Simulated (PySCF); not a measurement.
Electronic absorption of C5H5F3O

C5H5F3O.
InChI=1S/C5H5F3O/c6-5(7,8)4-1-2-9-3-4/h1-2,4H,3H2/t4-/m0/s1

Method used: TDDFT PBE0/def2-SVPD, vertical, gas phase, core orbitals frozen in the response (PySCF). Geometry: GFN2-xTB; no solvent, vibrations or thermal averaging. Torsions of this conformer, `[F:1][C:2]([F:3])([F:4])[C@H:5]1[CH:6]=[CH:7][O:8][CH2:9]1`: F1–C2–C5–C6 -56°.

```csv
state,E (eV),λ (nm),ν̃ (cm⁻¹),f,|μ| (D),"main configurations (H = HOMO, L = LUMO)"
S1,6.21,199.8,50050,0.064,1.66,"H→L+1 (52%), H→L (46%)"
S2,6.34,195.6,51110,0.098,2.02,"H→L (49%), H→L+1 (44%)"
S3,7.09,174.9,57180,0.010,0.62,H→L+2 (92%)
S4,7.21,171.9,58170,0.0027,0.31,H→L+3 (94%)
S5,7.36,168.4,59380,0.0005,0.13,"H→L+4 (46%), H→L+5 (42%)"
S6,7.49,165.6,60390,0.0040,0.38,"H→L+5 (53%), H→L+4 (43%)"
S7,7.89,157.1,63670,0.018,0.77,"H→L+6 (70%), H→L+7 (21%)"
S8,8.04,154.3,64820,0.0008,0.16,"H→L+7 (72%), H→L+6 (23%)"
```

Triplets (Tamm–Dancoff): T1 4.06 eV, H→L (92%); T2 6.14 eV, H→L+1 (93%); T3 6.93 eV, H→L+2 (88%).

The lowest singlet comes at 200 nm (599 kJ/mol) in the ultraviolet; it is of moderate strength; its leading configuration is HOMO→LUMO+1 (52%). The most intense listed level is S2 at 6.34 eV (196 nm, f = 0.098), 0.13 eV above S1. Löwdin shares by element: HOMO carbon 56% or more, oxygen 28% (atoms not listed hold the other 16%); LUMO carbon 59% or more, oxygen 10%, hydrogen 7% or more (atoms not listed hold the other 24%). The listed states span 1.83 eV, and the widest gap between neighbours is 0.75 eV (S2 to S3). The oscillator strengths of these states sum to 0.199; summed over the whole spectrum of an exact calculation they would give the number of electrons, 70 (Thomas–Reiche–Kuhn). Of the 8 states listed, 4 reach f = 0.01 and none stays under 0.0005. No computed singlet lies in the visible range (380 to 750 nm); the lowest, at 200 nm, stands 2.94 eV above its violet end (3.26 eV). The window holds the lowest 8 singlets.
